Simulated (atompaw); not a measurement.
# What the settings do to the PAW (atompaw) potential of iodine

Base potential:

atompaw 4.2.0.5 input, output lines left out:

```
I 53
GGA-PBE scalarrelativistic loggrid 1500 logderivrange -6 5 276
5 5 4 0 0 0
5 1 4.75
0 0 0
c
c
c
c
v
c
c
c
v
c
v
2
2.20 2.05 1.55 1.95
y
3.4
n
y
2.9
n
y
-0.05
n
custom rrkj vanderbiltortho sinc
bessel
2.20
2.20
2.20
2.20
2.20
2.20
```

All-electron outer shells of the reference configuration (PBE, scalar-relativistic, ld1.x):

```csv
shell,level (eV),outermost node (bohr),outermost maximum (bohr)
4s,-182.85,0.37,0.68
4p,-129.82,0.37,0.72
4d,-52.53,0.35,0.78
5s,-19.52,0.88,1.70
5p,-9.06,0.96,2.02
```

Cutoffs, loose and tight: the cutoffs (Ry, on a coarse ladder) from which the occupation-weighted sum of valence levels, in a spherical-Bessel basis at the reference potential, stays within 10 and 1 mRy of its value at 400 Ry. They see the waves, projectors and local potential, not the compensation charge or the core. A dash means not determined.

```csv
change,outcome,"cutoff, loose","cutoff, tight",bound ghosts
base,generated,21 Ry,35 Ry,none
"local potential bessel scheme, radius 1.82 bohr",generated,21 Ry,35 Ry,none
reference 4d10 5s2 5p3.5,generated,21 Ry,40 Ry,none
wave 5s (bound): rc 2.20 bohr becomes 5s (bound): rc 1.16 bohr,failed: atompaw: The overlap operator has at least one negative eigenvalue!,–,–,–
wave 4d channel at -0.05 Ry: rc 2.20 bohr becomes 4d channel at -2.4 Ry: rc 2.20 bohr,generated,21 Ry,35 Ry,none
"augmentation sinc compensation charge, radius 2.05 bohr; PAW radius 2.20 bohr; waves and projectors: custom rrkj gramschmidtortho",generated,21 Ry,35 Ry,none
"local potential troulliermartins scheme with l = 3 at 0 Ry, radius 1.55 bohr",failed: atompaw: The overlap operator has at least one negative eigenvalue!,–,–,–
```

(1) What comes out with this change to the base: wave 5p (bound): rc 2.20 bohr becomes 5p (bound): rc 1.56 bohr?

(2) What comes out with this change to the base: all radii scaled by about 1.11 (s 2.44, p 2.44, d 2.44 bohr); local potential bessel scheme, radius 1.72 bohr; augmentation sinc compensation charge, radius 2.28 bohr; PAW radius 2.44 bohr; waves and projectors: custom rrkj vanderbiltortho; core correction smooth core density matched at 2.16 bohr?

Results:

(1) outcome: generated; cutoff, loose: 25 Ry; cutoff, tight: 45 Ry; bound ghosts: none.

(2) outcome: generated; cutoff, loose: 18 Ry; cutoff, tight: 30 Ry; bound ghosts: none.
